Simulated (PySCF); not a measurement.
C₃H₇BO₂, SMILES C[C@H]1OCB1O.

Geometry optimised at B3LYP-D3(BJ)/def2-SVP. The structure was generated by enumeration; whether it is a known compound was not checked. Other conformers were not sampled.

Vertical ionisation energy (IE) and electron affinity (EA) in eV. Rows of orbital energies are one-electron estimates. Where ΔSCF, EOM or ADC give a negative EA the extra electron is unbound and the value depends on the basis.

```tsv
level	IE	EA
−ε(HOMO), −ε(LUMO), M06-2X/def2-TZVP (PySCF)	8.77	-0.87
−ε(HOMO), −ε(LUMO), PBE/def2-TZVP (PySCF)	?	?
```

Q: Some entries are withheld; supply them. (The exact figures need the calculation; the answer reports its results.)

A: 
- −ε(HOMO), −ε(LUMO), PBE/def2-TZVP (PySCF), IE: 5.54
- −ε(HOMO), −ε(LUMO), PBE/def2-TZVP (PySCF), EA: 1.04
